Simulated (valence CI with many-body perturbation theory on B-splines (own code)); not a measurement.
I47+: calculated level list

Level of theory: configuration interaction combined with many-body perturbation theory (CI+MBPT): four valence electrons over a frozen Dirac-Fock core [He], radial functions for each j: 11 s, 11 p, 9 d, 7 f, 5 g, 2 h, 1 i, with the one-electron correlation potential Σ1, the two-electron term Σ2, the three-electron term Σ3, Breit, model QED; selected CI, second order for the rest (own B-spline code, finite nucleus).

The last digits are not significant, and no measured levels were compared; by estimate large intervals hold to a few tenths of a per cent, small ones and those within an open d or f shell to about a per cent. Among the levels kept, up to 260 cm⁻¹ of a level comes from second order outside the variational space, and about a tenth of that is noise between levels of different J, which matters for small intervals.

Levels 1 to 45 of 115, with energies above the lowest level, (2s^2 2p1/2^2) J=0. "Leading %" is the weight of the configuration and term that name the level; weights of strongly mixed levels are sums over their largest components and can fall short. In the jj column 3d3/2^4 stands for four electrons in 3d with j = 3/2. Lifetimes count E1, E2, E3, M1 and M2 decay at the calculated energies, and are blank where another channel may lead or the interval is too uncertain; long ones can be off by a factor of two.

| No. | Configuration | Term | J | E (Ry) | Leading % | Leading jj | Lifetime |
| --- | --- | --- | --- | --- | --- | --- | --- |
| 1 | 2s2.2p2 | 3P | 0 | 0.00 | 71 | 2s^2 2p1/2^2 (100 %) |  |
| 2 | 2s2.2p2 | 3P | 1 | 22.44 | 100 | 2s^2 2p1/2 2p3/2 (100 %) | 5.33 ns |
| 3 | 2s2.2p2 | 1D | 2 | 23.57 | 62 | 2s^2 2p1/2 2p3/2 (100 %) | 4.06 μs |
| 4 | 2s.2p3 | 3P° | 2 | 35.72 | 44 | 2s 2p1/2^2 2p3/2 (98 %) | 75.6 ps |
| 5 | 2s.2p3 | 3D° | 1 | 40.10 | 37 | 2s 2p1/2^2 2p3/2 (98 %) | 1.37 ps |
| 6 | 2s2.2p2 | 3P | 2 | 46.90 | 62 | 2s^2 2p3/2^2 (99 %) | 1.79 ns |
| 7 | 2s2.2p2 | 1S | 0 | 49.80 | 70 | 2s^2 2p3/2^2 (98 %) | 1.35 ns |
| 8 | 2s.2p3 | 3D° | 2 | 57.04 | 48 | 2s 2p1/2 2p3/2^2 (98 %) | 6.31 ps |
| 9 | 2s.2p3 | 3D° | 3 | 59.56 | 100 | 2s 2p1/2 2p3/2^2 (100 %) | 6.74 ps |
| 10 | 2s.2p3 | 3P° | 0 | 62.21 | 100 | 2s 2p1/2 2p3/2^2 (100 %) | 1.67 ps |
| 11 | 2s.2p3 | 3S° | 1 | 63.27 | 43 | 2s 2p1/2 2p3/2^2 (98 %) | 899 fs |
| 12 | 2s.2p3 | 1D° | 2 | 64.02 | 72 | 2s 2p1/2 2p3/2^2 (98 %) | 901 fs |
| 13 | 2s.2p3 | 3P° | 1 | 64.28 | 52 | 2s 2p1/2 2p3/2^2 (98 %) | 1.13 ps |
| 14 | 2p4 | 3P | 2 | 78.35 | 70 | 2p1/2^2 2p3/2^2 (99 %) | 939 fs |
| 15 | 2p4 | 1S | 0 | 81.51 | 60 | 2p1/2^2 2p3/2^2 (98 %) | 764 fs |
| 16 | 2s.2p3 | 3P° | 2 | 84.71 | 52 | 2s 2p3/2^3 (98 %) | 1.73 ps |
| 17 | 2s.2p3 | 1P° | 1 | 88.81 | 42 | 2s 2p3/2^3 (98 %) | 646 fs |
| 18 | 2p4 | 3P | 1 | 101.46 | 100 | 2p1/2 2p3/2^3 (100 %) | 587 fs |
| 19 | 2p4 | 1D | 2 | 102.65 | 70 | 2p1/2 2p3/2^3 (100 %) | 640 fs |
| 20 | 2p4 | 3P | 0 | 127.36 | 61 | 2p3/2^4 (99 %) | 446 fs |
| 21 | 2s2.2p.3s | 3P° | 0 | 355.02 | 99 | 2s^2 2p1/2 3s (99 %) | 21.5 fs |
| 22 | 2s2.2p.3s | 3P° | 1 | 355.22 | 67 | 2s^2 2p1/2 3s (99 %) | 16.9 fs |
| 23 | 2s2.2p.3p | 3D | 1 | 359.07 | 73 | 2s^2 2p1/2 3p1/2 (99 %) | 1.58 ps |
| 24 | 2s2.2p.3p | 3P | 0 | 361.18 | 69 | 2s^2 2p1/2 3p1/2 (98 %) | 501 fs |
| 25 | 2s2.2p.3p | 3P | 1 | 365.89 | 26 | 2s^2 2p1/2 3p3/2 (56 %) | 45.8 fs |
| 26 | 2s2.2p.3p | 3D | 2 | 366.86 | 55 | 2s^2 2p1/2 3p3/2 (99 %) | 1.02 ps |
| 27 | 2s.2p2.3s | 5P | 1 | 367.91 | 30 | 2s 2p1/2^2 3s (54 %) | 41.0 fs |
| 28 | 2s.2p2.3s | 3P | 0 | 368.75 | 71 | 2s 2p1/2^2 3s (97 %) | 23.7 fs |
| 29 | 2s2.2p.3d | 3F° | 2 | 370.18 | 74 | 2s^2 2p1/2 3d3/2 (100 %) | 15.2 fs |
| 30 | 2s2.2p.3d | 3D° | 1 | 370.91 | 21 | 2s 2p1/2^2 3p1/2 (58 %) | 2.21 fs |
| 31 | 2s.2p2.3p | 5D° | 0 | 371.33 | 50 | 2s 2p1/2^2 3p1/2 (97 %) | 342 fs |
| 32 | 2s2.2p.3d | 3D° | 1 | 372.06 | 31 | 2s^2 2p1/2 3d3/2 (59 %) | 6.06 fs |
| 33 | 2s2.2p.3d | 3P° | 2 | 372.83 | 46 | 2s^2 2p1/2 3d5/2 (98 %) | 2.59 fs |
| 34 | 2s2.2p.3d | 3F° | 3 | 373.04 | 48 | 2s^2 2p1/2 3d5/2 (99 %) | 2.87 fs |
| 35 | 2s.2p2.3p | 3P° | 2 | 378.79 | 27 | 2s 2p1/2^2 3p3/2 (86 %) | 83.9 fs |
| 36 | 2s.2p2.3p | 3D° | 1 | 379.15 | 32 | 2s 2p1/2^2 3p3/2 (93 %) | 7.02 fs |
| 37 | 2s2.2p.3s | 3P° | 2 | 379.25 | 87 | 2s^2 2p3/2 3s (87 %) | 34.4 fs |
| 38 | 2s2.2p.3s | 1P° | 1 | 379.65 | 64 | 2s^2 2p3/2 3s (94 %) | 12.9 fs |
| 39 | 2s.2p2.3d | 5F | 1 | 382.12 | 43 | 2s 2p1/2^2 3d3/2 (97 %) | 20.2 fs |
| 40 | 2s.2p2.3d | 3D | 2 | 382.43 | 29 | 2s 2p1/2^2 3d3/2 (92 %) | 12.7 fs |
| 41 | 2s2.2p.3p | 3P | 1 | 384.02 | 51 | 2s^2 2p3/2 3p1/2 (96 %) | 455 fs |
| 42 | 2s2.2p.3p | 3D | 2 | 384.21 | 43 | 2s^2 2p3/2 3p1/2 (96 %) | 544 fs |
| 43 | 2s.2p2.3d | 3D | 3 | 384.63 | 32 | 2s 2p1/2^2 3d5/2 (97 %) | 2.89 fs |
| 44 | 2s.2p2.3d | 3F | 2 | 385.70 | 33 | 2s 2p1/2^2 3d5/2 (92 %) | 3.05 fs |
| 45 | 2s.2p2.3s | 5P | 2 | 387.57 | 86 | 2s 2p1/2 2p3/2 3s (97 %) | 31.2 fs |

The ionisation energy to 2s2.2p 2P°_1/2 of the next ion comes out as 8602.1 eV (NIST: 8601 ± 4 eV (theoretical)). All 115 levels together are meant to be complete up to 411.22 Ry.
